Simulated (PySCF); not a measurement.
Compound: Me3SiSBu, C7H18SSi.
SMILES with atom numbers: `[CH3:1][CH2:2][CH2:3][CH2:4][S:5][Si:6]([CH3:7])([CH3:8])[CH3:9]`

Method used: delta-SCF UKS SCAN, pcX-2 on the ionised atom, pcseg-1 elsewhere, spin-free X2C (PySCF 2.14.0). Binding energies are ΔSCF values: E(core-ionised, relaxed orbitals) − E(ground state) at a fixed geometry, referred to the vacuum level.

Some binding energies are withheld.

```tsv
atom(s)	bonded to	level	binding energy (eV)
C1	C and 3 H	C 1s	290.58
C2	2 C and 2 H	C 1s	290.54
C3	2 C and 2 H	C 1s	?
C4	S, C and 2 H	C 1s	290.83
C7/C8/C9	3 H and Si	C 1s	?
Si6	S and 3 C	Si 1s	?
Si6	S and 3 C	Si 2p3/2	106.13
S5	C and Si	S 1s	2475.81
```

Fill in C 1s for C3.

290.40 eV (chain CH2 carbon). The nearest listed C 1s value is that of C2; the shift against it is -0.14 eV.

Fill in C 1s for C7/C8/C9.

289.81 eV (Si-methyl carbon). The nearest listed C 1s value is that of C2; the shift against it is -0.73 eV.

What is the Si 1s binding energy of Si6?

1845.98 eV (four-coordinate silicon).

Lowest listed C 1s: C7/C8/C9, bonded to 3 H and Si. Highest, 1.02 eV above it: C4, bonded to S, C and 2 H. The widest gap between neighbouring values is 0.59 eV, between 289.81 and 290.40 eV. The values 290.54 and 290.58 eV lie too close for their order to be trusted.

Which effective nuclear charge Zeff reproduces each element's mean 1s value in the hydrogen-like formula E = 13.606 eV × Zeff²?

C (Z = 6): mean 290.3 eV, Zeff = 4.62, Z − Zeff = 1.38; Si (Z = 14): mean 1846.0 eV, Zeff = 11.65, Z − Zeff = 2.35; S (Z = 16): mean 2475.8 eV, Zeff = 13.49, Z − Zeff = 2.51. Means run over the listed sites, weighted by atom count.

One atom of each set of topologically equivalent atoms was ionised and stands for the set; in this conformer not all members are related by symmetry, and their own values weren't computed. Not every level is listed. Spin–orbit coupling isn't in the SCF: each 2p doublet comes from a relaxed spin-free hole plus a matrix of the shell (mean-field spin–orbit coupling and the ground-state 2p splitting), with 2p3/2 averaged over its two sublevels. 2p1/2 minus 2p3/2 (ligand field included): Si 0.62 eV. Isolated species at its PBE0-D3(BJ)/def2-SVP geometry (one conformer only).

The values belong to the conformer `[CH3:1][CH2:2][CH2:3][CH2:4][S:5][Si:6]([CH3:7])([CH3:8])[CH3:9]`: C1–C2–C3–C4 -66°, C2–C3–C4–S5 -176°, C3–C4–S5–Si6 -72°, C4–S5–Si6–C7 87°.
